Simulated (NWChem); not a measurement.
System: AlH, singlet; SMILES [AlH]

Input file for NWChem:

```
start job
memory heap 200 mb stack 900 mb global 1100 mb
geometry units angstroms noautosym nocenter noautoz
  Al     0.000000     0.000000     0.142274
  H      0.000000     0.000000    -1.524908
end
basis spherical
  * library def2-svp
end
dft
  xc b3lyp
  iterations 150
  vectors input atomic output neutral.movecs
end
task dft energy
charge 1
dft
  odft
  mult 2
  vectors input atomic output cation.movecs
end
task dft energy
```

Parts of the log:

```
             Northwest Computational Chemistry Package (NWChem) 7.3.0
             --------------------------------------------------------

                             Geometry "geometry" -> ""
                             -------------------------

 Output coordinates in angstroms (scale by  1.889725989 to convert to a.u.)

  No.       Tag          Charge          X              Y              Z
 ---- ---------------- ---------- -------------- -------------- --------------
    1 Al                  13.0000     0.00000000     0.00000000     0.14227400
    2 H                    1.0000     0.00000000     0.00000000    -1.52490800

 Effective nuclear repulsion energy (a.u.)       4.1263066882

                                 NWChem DFT Module
                                 -----------------

 Summary of "ao basis" -> "ao basis" (spherical)
 ------------------------------------------------------------------------------
       Tag                 Description            Shells   Functions and Types
 ---------------- ------------------------------  ------  ---------------------
 Al                         def2-svp                 8       18   4s3p1d
 H                          def2-svp                 3        5   2s1p

            General Information
            -------------------
          SCF calculation type: DFT
          Wavefunction type:  closed shell.
          No. of atoms     :     2
          No. of electrons :    14
           Alpha electrons :     7
            Beta electrons :     7
          Charge           :     0
          Spin multiplicity:     1
          Use of symmetry is: off; symmetry adaption is: off
          Maximum number of iterations: 150
          AO basis - number of functions:    23
                     number of shells:    11
          Convergence on energy requested:  1.00D-06
          Convergence on density requested:  1.00D-05
          Convergence on gradient requested:  5.00D-04

              XC Information
              --------------
                         B3LYP Method XC Potential
                     Hartree-Fock (Exact) Exchange  0.200
                        Slater Exchange Functional  0.800 local
                    Becke 1988 Exchange Functional  0.720 non-local
              Lee-Yang-Parr Correlation Functional  0.810
                  VWN I RPA Correlation Functional  0.190 local

             Grid Information
             ----------------
          Grid used for XC integration:  medium
          Radial quadrature: Mura-Knowles
          Angular quadrature: Lebedev.
          Tag              B.-S. Rad. Rad. Pts. Rad. Cut. Ang. Pts.
          ---              ---------- --------- --------- ---------
          Al                  1.25       88           7.0       590
          H                   0.35       45           8.0       434
          Grid pruning is: on
          Number of quadrature shells:   133
          Spatial weights used:  Erf1

      Superposition of Atomic Density Guess
      -------------------------------------

 Sum of atomic energies:        -242.29069623

      Non-variational initial energy
      ------------------------------

 Total energy =    -242.188108
 1-e energy   =    -345.224365
 2-e energy   =      98.909951
 HOMO         =      -0.189105
 LUMO         =      -0.004776

   convergence    iter        energy       DeltaE   RMS-Dens  Diis-err
 ---------------- ----- ----------------- --------- --------- ---------
 d= 0,ls=0.0,diis     1   -242.9087785704 -2.47D+02  2.40D-02  4.32D-02
 d= 0,ls=0.0,diis     2   -242.9168567820 -8.08D-03  8.50D-03  4.94D-03
 d= 0,ls=0.0,diis     3   -242.9184183638 -1.56D-03  1.66D-03  4.15D-04
 d= 0,ls=0.0,diis     4   -242.9185360305 -1.18D-04  9.01D-05  8.19D-07
 d= 0,ls=0.0,diis     5   -242.9185362682 -2.38D-07  2.78D-05  6.61D-08
 d= 0,ls=0.0,diis     6   -242.9185362853 -1.71D-08  7.55D-07  1.48D-10

         Total DFT energy =     -242.918536285306
      One electron energy =     -345.506422240108
           Coulomb energy =      117.430209998062
    Exchange-Corr. energy =      -18.968630731429
 Nuclear repulsion energy =        4.126306688170

 Numeric. integr. density =       14.000001068863

                       DFT Final Molecular Orbital Analysis
                       ------------------------------------

 Vector    5  Occ=2.000000D+00  E=-2.690545D+00
              MO Center= -4.2D-12,  3.9D-12,  1.4D-01, r^2= 1.3D-01
   Bfn.  Coefficient  Atom+Function         Bfn.  Coefficient  Atom+Function
  ----- ------------  ---------------      ----- ------------  ---------------
     7      0.985202  1 Al pz                10      0.047752  1 Al pz

 Vector    6  Occ=2.000000D+00  E=-3.631366D-01
              MO Center=  6.4D-10, -4.7D-10, -7.0D-01, r^2= 1.8D+00
   Bfn.  Coefficient  Atom+Function         Bfn.  Coefficient  Atom+Function
  ----- ------------  ---------------      ----- ------------  ---------------
     3      0.610606  1 Al s                  2      0.337958  1 Al s
    19      0.310526  2 H  s                 20      0.166162  2 H  s
     4      0.152432  1 Al s                 10     -0.106185  1 Al pz
     7      0.065025  1 Al pz                 1      0.054151  1 Al s
    13     -0.051450  1 Al pz                16      0.027046  1 Al d  0

 Vector    7  Occ=2.000000D+00  E=-2.063794D-01
              MO Center=  2.5D-09, -2.0D-09,  1.5D-01, r^2= 3.0D+00
   Bfn.  Coefficient  Atom+Function         Bfn.  Coefficient  Atom+Function
  ----- ------------  ---------------      ----- ------------  ---------------
     3      0.484281  1 Al s                  4      0.335869  1 Al s
    20     -0.315910  2 H  s                 19     -0.291991  2 H  s
    13      0.272846  1 Al pz                10      0.258247  1 Al pz
     2      0.244481  1 Al s                  7     -0.146346  1 Al pz
    16     -0.059910  1 Al d  0               1      0.037923  1 Al s

 Vector    8  Occ=0.000000D+00  E=-7.052505D-02
              MO Center= -1.5D-09,  1.5D-09,  1.3D-01, r^2= 3.7D+00
   Bfn.  Coefficient  Atom+Function         Bfn.  Coefficient  Atom+Function
  ----- ------------  ---------------      ----- ------------  ---------------
    11      0.562951  1 Al px                12     -0.515101  1 Al py
     8      0.257185  1 Al px                 9     -0.235324  1 Al py
     5     -0.143318  1 Al px                 6      0.131136  1 Al py

 Vector    9  Occ=0.000000D+00  E=-7.052505D-02
              MO Center= -2.6D-10,  3.4D-11,  1.3D-01, r^2= 3.7D+00
   Bfn.  Coefficient  Atom+Function         Bfn.  Coefficient  Atom+Function
  ----- ------------  ---------------      ----- ------------  ---------------
    12      0.562951  1 Al py                11      0.515101  1 Al px
     9      0.257185  1 Al py                 8      0.235324  1 Al px
     6     -0.143318  1 Al py                 5     -0.131136  1 Al px

 Vector   10  Occ=0.000000D+00  E= 6.710021D-02
              MO Center= -2.6D-10,  2.0D-10,  6.5D-02, r^2= 4.9D+00
   Bfn.  Coefficient  Atom+Function         Bfn.  Coefficient  Atom+Function
  ----- ------------  ---------------      ----- ------------  ---------------
    20      1.444066  2 H  s                 13      1.406846  1 Al pz
     4     -0.824168  1 Al s                  3     -0.243239  1 Al s
    19      0.228729  2 H  s                 10      0.160086  1 Al pz
    16      0.124346  1 Al d  0               2     -0.103961  1 Al s
     7     -0.090806  1 Al pz

     Multipole analysis of the density
     ---------------------------------

     L   x y z        total         alpha         beta         nuclear
     -   - - -        -----         -----         ----         -------
     0   0 0 0     -0.000000     -7.000000     -7.000000     14.000000

     1   1 0 0     -0.000000     -0.000000     -0.000000      0.000000
     1   0 1 0      0.000000      0.000000      0.000000      0.000000
     1   0 0 1      0.009850     -0.301828     -0.301828      0.613507

     2   2 0 0     -9.038844     -4.519422     -4.519422      0.000000
     2   1 1 0      0.000000      0.000000      0.000000      0.000000
     2   1 0 1     -0.000000     -0.000000     -0.000000      0.000000
     2   0 2 0     -9.038844     -4.519422     -4.519422      0.000000
     2   0 1 1      0.000000      0.000000      0.000000      0.000000
     2   0 0 2    -14.868247    -12.055954    -12.055954      9.243661

                                 NWChem DFT Module
                                 -----------------

            General Information
            -------------------
          SCF calculation type: DFT
          Wavefunction type:  spin polarized.
          No. of atoms     :     2
          No. of electrons :    13
           Alpha electrons :     7
            Beta electrons :     6
          Charge           :     1
          Spin multiplicity:     2
          Use of symmetry is: off; symmetry adaption is: off
          Maximum number of iterations: 150
          AO basis - number of functions:    23
                     number of shells:    11
          Convergence on energy requested:  1.00D-06
          Convergence on density requested:  1.00D-05
          Convergence on gradient requested:  5.00D-04

              XC Information
              --------------
                         B3LYP Method XC Potential
                     Hartree-Fock (Exact) Exchange  0.200
                        Slater Exchange Functional  0.800 local
                    Becke 1988 Exchange Functional  0.720 non-local
              Lee-Yang-Parr Correlation Functional  0.810
                  VWN I RPA Correlation Functional  0.190 local

             Grid Information
             ----------------
          Grid used for XC integration:  medium
          Radial quadrature: Mura-Knowles
          Angular quadrature: Lebedev.
          Tag              B.-S. Rad. Rad. Pts. Rad. Cut. Ang. Pts.
          ---              ---------- --------- --------- ---------
          Al                  1.25       88           7.0       590
          H                   0.35       45           8.0       434
          Grid pruning is: on
          Number of quadrature shells:   133
          Spatial weights used:  Erf1

      Superposition of Atomic Density Guess
      -------------------------------------

 Sum of atomic energies:        -242.29069623

 Renormalizing density from      14.00 to     13

      Non-variational initial energy
      ------------------------------

 Total energy =    -231.154575
 1-e energy   =    -320.565482
 2-e energy   =      85.284600
 HOMO         =      -0.546918
 LUMO         =      -0.352894

   convergence    iter        energy       DeltaE   RMS-Dens  Diis-err
 ---------------- ----- ----------------- --------- --------- ---------
 d= 0,ls=0.0,diis     1   -242.5617218225 -2.47D+02  1.91D-02  1.48D-01
                                                     2.05D-02  1.56D-01
 d= 0,ls=0.0,diis     2   -242.6094284590 -4.77D-02  7.15D-03  9.92D-03
                                                     8.12D-03  9.54D-03
 d= 0,ls=0.0,diis     3   -242.6151461337 -5.72D-03  1.45D-03  6.63D-04
                                                     2.08D-03  4.26D-04
 d= 0,ls=0.0,diis     4   -242.6159055735 -7.59D-04  3.80D-04  7.02D-06
                                                     1.99D-04  4.53D-06
 d= 0,ls=0.0,diis     5   -242.6159174214 -1.18D-05  3.71D-05  8.03D-08
                                                     4.73D-05  2.20D-07
 d= 0,ls=0.0,diis     6   -242.6159176688 -2.47D-07  4.35D-06  2.88D-09
                                                     2.21D-06  3.91D-10

         Total DFT energy =     -242.615917668762
      One electron energy =     -341.091940131239
           Coulomb energy =      113.074077798891
    Exchange-Corr. energy =      -18.724362024584
 Nuclear repulsion energy =        4.126306688170

 Numeric. integr. density =       13.000001057100

                    DFT Final Alpha Molecular Orbital Analysis
                    ------------------------------------------

 Vector    5  Occ=1.000000D+00  E=-3.023780D+00
              MO Center= -2.0D-11,  1.7D-11,  1.4D-01, r^2= 1.3D-01
   Bfn.  Coefficient  Atom+Function         Bfn.  Coefficient  Atom+Function
  ----- ------------  ---------------      ----- ------------  ---------------
     7      0.985563  1 Al pz                10      0.046486  1 Al pz

 Vector    6  Occ=1.000000D+00  E=-6.624449D-01
              MO Center=  8.2D-10, -7.4D-10, -7.6D-01, r^2= 1.6D+00
   Bfn.  Coefficient  Atom+Function         Bfn.  Coefficient  Atom+Function
  ----- ------------  ---------------      ----- ------------  ---------------
     3      0.678019  1 Al s                 19      0.386735  2 H  s
     2      0.339104  1 Al s                 20      0.164816  2 H  s
    10     -0.097525  1 Al pz                 7      0.061661  1 Al pz
     1      0.054075  1 Al s                 16      0.045731  1 Al d  0
     4      0.026185  1 Al s

 Vector    7  Occ=1.000000D+00  E=-5.108399D-01
              MO Center=  2.6D-09, -2.3D-09,  1.6D-01, r^2= 2.5D+00
   Bfn.  Coefficient  Atom+Function         Bfn.  Coefficient  Atom+Function
  ----- ------------  ---------------      ----- ------------  ---------------
     3      0.672431  1 Al s                 10      0.345952  1 Al pz
    19     -0.341797  2 H  s                  2      0.293194  1 Al s
    20     -0.237079  2 H  s                 13      0.192149  1 Al pz
     7     -0.165501  1 Al pz                 4      0.153578  1 Al s
     1      0.045064  1 Al s                 16     -0.038858  1 Al d  0

 Vector    8  Occ=0.000000D+00  E=-3.202683D-01
              MO Center= -1.5D-09,  1.4D-09,  1.6D-01, r^2= 3.0D+00
   Bfn.  Coefficient  Atom+Function         Bfn.  Coefficient  Atom+Function
  ----- ------------  ---------------      ----- ------------  ---------------
    11      0.455456  1 Al px                12     -0.423407  1 Al py
     8      0.376821  1 Al px                 9     -0.350305  1 Al py
     5     -0.173417  1 Al px                 6      0.161214  1 Al py

 Vector    9  Occ=0.000000D+00  E=-3.202683D-01
              MO Center= -1.7D-11, -1.4D-10,  1.6D-01, r^2= 3.0D+00
   Bfn.  Coefficient  Atom+Function         Bfn.  Coefficient  Atom+Function
  ----- ------------  ---------------      ----- ------------  ---------------
    12      0.455456  1 Al py                11      0.423407  1 Al px
     9      0.376821  1 Al py                 8      0.350305  1 Al px
     6     -0.173417  1 Al py                 5     -0.161214  1 Al px

 Vector   10  Occ=0.000000D+00  E=-1.868666D-01
              MO Center= -5.1D-11,  1.0D-10,  9.8D-02, r^2= 3.9D+00
   Bfn.  Coefficient  Atom+Function         Bfn.  Coefficient  Atom+Function
  ----- ------------  ---------------      ----- ------------  ---------------
    20      1.164820  2 H  s                 13      1.118213  1 Al pz
     4     -0.478531  1 Al s                  3     -0.467520  1 Al s
    10      0.364888  1 Al pz                19      0.279584  2 H  s
    16      0.198313  1 Al d  0               2     -0.157119  1 Al s
     7     -0.149685  1 Al pz

                     DFT Final Beta Molecular Orbital Analysis
                     -----------------------------------------

 Vector    4  Occ=1.000000D+00  E=-3.025171D+00
              MO Center=  2.3D-11, -1.6D-11,  1.4D-01, r^2= 1.3D-01
   Bfn.  Coefficient  Atom+Function         Bfn.  Coefficient  Atom+Function
  ----- ------------  ---------------      ----- ------------  ---------------
     5      0.777573  1 Al px                 6     -0.605833  1 Al py
     8      0.036526  1 Al px                 9     -0.028459  1 Al py

[...]
```

Level: B3LYP/def2-SVP, vertical spin-unrestricted ions. Low-valent species are run as closed-shell singlets; no triplet was tried in these runs. Coordinates come from a PBE0/def2-SVP optimisation.
